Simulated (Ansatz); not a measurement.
`COC[SeH]` + `[SiH3]S` → `COCS[SiH3]` + H₂Se  (substitution at a C–Se bond)

Program: Ansatz. Geometries: PBE0-D4/def2-TZVP. ΔE: electronic, gas phase. CCSD(T)/CBS is the MP2 limit (def2-TZVPP, def2-QZVPP) plus CCSD(T) − MP2 in def2-TZVPP, frozen cores. DFT in def2-TZVPP. B3LYP here is the variant with VWN-RPA as its local correlation; programs differ in this. For Se outer-core shells are correlated without core-valence functions, which leaves a few kJ/mol of doubt a bond. Scalar relativity is left out up to krypton. One conformer a species, not always the lowest.

```tsv
level	ΔE (kJ/mol)	difference from CCSD(T)/CBS
PBE-D4	-1.0	-0.6
r2SCAN-D4	-1.3	-0.9
B3LYP-D4	-1.5	-1.1
ωB97M-V	-2.6	-2.2
PBE	3.0	3.4
r2SCAN	0.1	0.5
PBE0	1.8	2.2
HF/def2-TZVPP	2.9	3.3
SCS-MP2/def2-TZVPP	1.8	2.2
MP2/def2-QZVPP	0.1	0.5
CCSD(T)/CBS	-0.4	0
```

Largest T1 diagnostic among the species: 0.012.

The D4 term adds −6.1 kJ/mol with B3LYP and −3.7 kJ/mol with PBE0; it sums over pairs of atoms, weighted by their polarisabilities, and B3LYP, whose exchange is more repulsive, gets the larger term.
